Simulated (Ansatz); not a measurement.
Saddle point of BNH4OF2, closed shell (BHOF₂ ([OH][B]([F])[F]) + NH₃ → BNH₂F₂ ([NH2][B]([F])[F]) + H₂O; bonds formed: O2–H5; dative contacts that become bonds: B1–N6; bonds broken: B1–O2, H5–N6), PBE0-D4/def2-TZVP structure:

```
atom    x (Å)    y (Å)    z (Å)
  B1  -0.3253  -0.3817  -0.4553
  O2   0.7188   0.7458  -0.9130
  F3  -0.0012  -1.5655  -1.0202
  F4  -1.5894   0.0710  -0.7003
  H5   0.7638   0.7157   0.2504
  N6   0.1153  -0.2104   1.0295
  H7   0.2817   1.5174  -1.2871
  H8   0.6456  -0.9735   1.4263
  H9  -0.6093   0.0810   1.6699
```

Energies are electronic, without zero-point energy. Barriers and step energies count from the start structure reached by relaxing down the imaginary mode; all methods use the PBE0-D4 structures, on which another method's saddle can fall below an end. Computed with Ansatz 0.2.0 (basis: def2-TZVPP, with def2-QZVPP for the basis limit); correlated methods freeze the cores. B3LYP uses VWN-RPA correlation. Extrapolation: Hartree–Fock as exp(−7.88 √X), correlation as X^−2.97.

```
      method  barrier (kJ/mol)  step energy (kJ/mol)
       SPW92              89.9                  80.9
      PBE-D4             105.2                  55.9
     BLYP-D4             115.6                  44.2
   r2SCAN-D4                 ?                  61.9
      B97M-V             129.9                  55.9
     PBE0-D4             118.5                  62.3
    B3LYP-D4             125.1                  51.0
  r2SCAN0-D4                 ?                  65.8
    BHLYP-D4             141.1                  57.8
CAM-B3LYP-D4             126.5                  58.7
     wB97X-V             126.7                  62.3
     wB97M-V             124.5                  59.4
      B2PLYP             128.0                  55.5
    PBE-QIDH                 ?                  68.0
  RPA on PBE             127.4                  61.2
          HF             169.9                  46.5
         MP2             125.9                  63.8
        CCSD             137.1                  61.5
     CCSD(T)             130.4                  63.1
```

Question: Fill in the withheld barriers. (Judge from chemistry; the value comes from the calculation.)

Answer: The calculation gives: r2SCAN0-D4 125.9; PBE-QIDH 127.5; r2SCAN-D4 117.5 kJ/mol. Each is the energy of the saddle less that of the start structure, by the same method.

For comparison, the barrier by CCSD(T) at an estimated basis limit (MP2 extrapolated from triple and quadruple zeta, plus CCSD(T) − MP2 in triple zeta) is 131.5 kJ/mol.

The T1 diagnostic stays at or below 0.011.

Labels in which every atom is bracketed show which atoms are joined, not bond orders.

For scale, one of the runs: CCSD(T)/def2-TZVPP, 211 basis functions, launched by `ansatz run in.yaml --threads 4 --pin off --events-out ev --progress --plain --max-ram 9574MiB`. Time: 2 min of wall clock on 4 CPU threads of an Intel Xeon; the host was shared. Peak host memory: 3.4 GiB.
